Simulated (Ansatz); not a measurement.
Input file for Ansatz (a quantum-chemistry and plane-wave program): R-CCSD(T)/def2-TZVPPD on CdH2S (SMILES [SH][CdH]), atoms moved off the minimum. Elements past Kr take the def2 small-core potentials; no spin–orbit coupling. Files ending in .json are basis or fitting sets from the Basis Set Exchange.

Ansatz 0.2 input:
```yaml
crystal:
  periodic: [false, false, false]
  atoms:
    - {symbol: Cd, position_ang: [-0.32515072, -0.19008351, -0.44284138]}
    - {symbol: H, position_ang: [-1.30037749, -0.81623436, -1.65891870]}
    - {symbol: S, position_ang: [1.04425926, 0.69164819, 1.27255568]}
    - {symbol: H, position_ang: [0.98684743, -0.44209534, 2.02062506]}
basis:
  gaussian:
    orbitals: def2-TZVPPD.json
magnetization: {spin_polarized: false}
correlation: {method: ccsd_t, electrons: outside_noble_gas}
scf: {lower_state_search: off}
output: {forces: true}
```

Question: Predict the final total energy.

Answer: -566.2426 hartree (reference determinant -565.5888, T1 diagnostic 0.014).

Question: How many basis functions does it have, and what does it roughly cost on one machine?

Answer: 141 functions; about 2.0 core-minutes (a rough figure).
